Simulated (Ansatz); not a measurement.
System: YCl₂, charge 1, multiplicity 1. 
Geometry from a B3LYP-D3(BJ)/def2-TZVP (Ansatz, an electronic-structure program) optimisation:
SMILES: [Cl][Y+][Cl]
```xyz
3

Y      0.4347     0.0067     0.4359
Cl     0.8597     0.3218    -1.8597
Cl    -1.8569    -0.3371     0.8597
```
Charge +1, spin multiplicity 1.

Basis-set convergence of Hartree-Fock and MP2 correlation energies (hartree) with Ansatz. Valence correlation only, unless marked. No spin-orbit coupling. The frozen core is the preceding noble-gas configuration, with the filled d and f shells of earlier blocks. In def2 rows, elements after Kr have scalar-relativistic effective core potentials.

| basis | functions | E(HF) | E(corr, MP2) |
|---|---|---|---|
| def2-SVP | 67 | -956.53131 | -0.30615 |
| def2-TZVPP | 140 | -956.85297 | -0.42047 |
| def2-QZVPP | 221 | -956.88140 | -0.46197 |

Extrapolating the two largest sets (X = 3 and 4) as X^-3: E(corr) = (64·(-0.46197) - 27·(-0.42047))/37 = -0.4923 Eh, an estimate of the basis-set limit. The largest set recovers 93.8 % of it, the smallest 62.2 %.
